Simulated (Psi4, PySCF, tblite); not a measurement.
Two rigid molecules brought together: CH4 ··· CH4O (SMILES C and CO). Monomers: optimised at B3LYP-D3(BJ) (def2-TZVP), held rigid. Orientation: lowest of the rigid-body minima from ten starts at GFN2-xTB. The monomers approach along the line of their centres of mass (distance R); nothing else relaxes. The table gives interaction energies.

```csv
R / Å,A,B,C
3.17,5.17,3.32,1.52
3.33,2.37,1.21,-0.14
3.56,0.44,-0.16,-1.02
3.74,-0.22,-0.53,-1.14
3.90,-0.49,-0.63,-1.09
4.11,-0.60,-0.60,-0.94
4.42,-0.53,-0.47,-0.71
4.73,-0.37,-0.34,-0.52
5.26,-0.15,-0.19,-0.30
5.95,-0.05,-0.09,-0.15
6.92,-0.02,-0.04,-0.06
8.25,-0.01,-0.01,-0.03
```

Energies in kcal/mol.

Task: Match the curves with the methods GFN2-xTB run with tblite; PySCF with restricted Hartree-Fock/6-31G*, spherical d, no counterpoise correction; SAPT0/jun-cc-pVDZ, frozen core (Psi4).

Result: A is RHF/6-31G*; B is SAPT0/jun-cc-pVDZ; C is GFN2-xTB.
